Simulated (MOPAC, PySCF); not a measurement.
Dimer: HCl (SMILES Cl) (first 2 atoms) with CH6Si (SMILES C[SiH3]); geometry from B3LYP-D3(BJ)/def2-TZVP, rigid monomers moved along the line of their centres of mass till H2···H10 is 3.39 Å.
(charge 0, multiplicity 1):
```xyz
10

Cl    -0.56149    -0.68712    -0.50007
H     -0.12152    -0.26960     0.63588
C      0.49623     1.04459     6.55093
Si    -0.05322    -0.00490     5.10062
H      0.24100     2.09355     6.39167
H      1.57569     0.97529     6.69520
H      0.00982     0.71377     7.47046
H     -1.51407     0.09894     4.87942
H      0.30435    -1.42896     5.29542
H      0.62344     0.46045     3.85735
```

Interaction energies are E(AB) − E(A) − E(B) at the monomers' geometry in the complex; basis-set methods are counterpoise corrected. Rows marked so take none.

Rows in 3-21G, LANL2DZ carry no dispersion term and start afresh at each structure. LANL2DZ brings its own core potentials from Na on. The state that PM3 reach isn't checked.

Programs: MOPAC for PM3 (differences of heats of formation); PySCF for 3-21G rows, LANL2DZ rows. Values without a source in brackets are computed.

Question: Estimate the interaction energy that PM3 returns for this input.

Answer: -0.4 kcal/mol
